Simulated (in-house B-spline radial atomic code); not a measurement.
# Plasmons and hot-electron lifetimes in Ge from the free-electron model

The electrons form a uniform gas at zero temperature with Lindhard's dielectric function (RPA). An added electron of energy E, from the band bottom, collides once per mean free path λ, with 1/λ = (1/πE) ∫dω ∫dq/q Im(−1/ε(q, ω)), in atomic (or effective) units, with ω up to E − E_F and q between √(2E) ∓ √(2(E − ω)); electron-hole pairs and the plasmon pole are integrated apart. No exchange between the two electrons.

Ge: 4 valence electrons per atom, density 5.323 g/cm³, mass 72.63 u, so r_s = 2.09 bohr. Core levels, phonons and band structure are left out; the gap, which matters within some eV of the band edges, is ignored too.

**Question.** Find E_F, the plasma energy, the screening length and the long-wave dispersion of the plasmon.

**Answer.** k_F = 1.91916/2.09 = 0.9183, E_F = k_F²/2 = 11.47 eV. ω_p = √(3/r_s³) = 0.5732 hartree = 15.60 eV. The Thomas-Fermi length is √(π/4k_F) = 0.925 bohr = 0.0489 nm. For small q, ω = ω_p + α q² with α = (3/5) E_F/ω_p = 0.4413; at q = 0.2723 this gives 16.49 eV, and the zero of ε lies at 16.52 eV. The plasmon meets the pair continuum ω = q k_F + q²/2 at q_c = 0.68066 = 0.74 k_F, 23.3 eV.

```
E − E_F (eV)  λ (nm)  share of plasmon losses  lifetime (fs)  stopping (eV/nm)
       0.574     276                     0.00            134           0.00138
        1.15    74.1                     0.00           35.2            0.0103
        2.29    21.3                     0.00           9.66             0.071
        4.02    8.39                     0.00           3.59             0.312
        5.74    4.87                     0.00           1.98             0.763
         8.6    2.75                     0.00           1.04              2.01
        11.5    1.86                     0.00          0.656              3.97
        14.9    1.31                     0.00          0.431              7.37
        18.4    1.01                     0.00          0.313              11.7
        22.9   0.624                     0.18          0.179              25.9
        28.7   0.373                     0.36         0.0991              51.2
        36.7   0.332                     0.42         0.0806              61.1
```

**Question.** Quinn and Ferrell's limit is τ = 263 r_s^(−5/2) (E − E_F)⁻² fs·eV². How far does it hold?

**Answer.** The prefactor is 41.6 fs·eV². At 0.574 eV it gives 127 fs against 134, a ratio of 1.06; at 5.74 eV 1.27 against 1.98, a ratio of 1.56. The inverse square comes from the phase space of two final states near E_F; the formula is the limit of high density and small excess energy.

**Question.** From what energy can an electron emit a plasmon?

**Answer.** It needs ω ≤ q v − q²/2 and a final state above E_F. On the computed dispersion this first holds at E − E_F = 22.6 eV, above ω_p = 15.6 eV, since a slow electron can only couple to plasmons of large q, which cost more.
